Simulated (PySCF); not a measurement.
In(F)2(SeH) (F₂HInSe), SMILES [F][In]([F])[SeH].

Coordinates come from a PBE-D3(BJ)/def2-SVP optimisation. The structure was generated by enumeration; whether it is a known compound was not checked. The def2 effective core potentials stand for the cores of In; spin–orbit coupling is left out. One conformer was computed; it need not be the lowest.

All values below come from PySCF with PBE-D3(BJ)/def2-SVP.

Frequencies are harmonic and unscaled.

Computed vibrational spectrum:
```json
[
 {"mode": "1", "ν (cm⁻¹)": "70", "IR (km/mol)": "6.4", "moving atoms (share of kinetic energy)": "F 61 %, In 22 %, Se 16 %"},
 {"mode": "2", "ν (cm⁻¹)": "111", "IR (km/mol)": "19.5", "moving atoms (share of kinetic energy)": "F 57 %, In 38 %"},
 {"mode": "3", "ν (cm⁻¹)": "124", "IR (km/mol)": "25.3", "moving atoms (share of kinetic energy)": "F 89 %"},
 {"mode": "4", "ν (cm⁻¹)": "196", "IR (km/mol)": "6.9", "moving atoms (share of kinetic energy)": "H 97 %"},
 {"mode": "5", "ν (cm⁻¹)": "237", "IR (km/mol)": "9.9", "moving atoms (share of kinetic energy)": "Se 59 %, In 35 %"},
 {"mode": "6", "ν (cm⁻¹)": "582", "IR (km/mol)": "50.3", "moving atoms (share of kinetic energy)": "F 89 %, In 10 %"},
 {"mode": "7", "ν (cm⁻¹)": "600", "IR (km/mol)": "48.6", "moving atoms (share of kinetic energy)": "F 78 %, In 16 %"},
 {"mode": "8", "ν (cm⁻¹)": "607", "IR (km/mol)": "5.3", "moving atoms (share of kinetic energy)": "H 91 %"},
 {"mode": "9", "ν (cm⁻¹)": "2353", "IR (km/mol)": "4.0", "moving atoms (share of kinetic energy)": "H 99 %"}
]
```
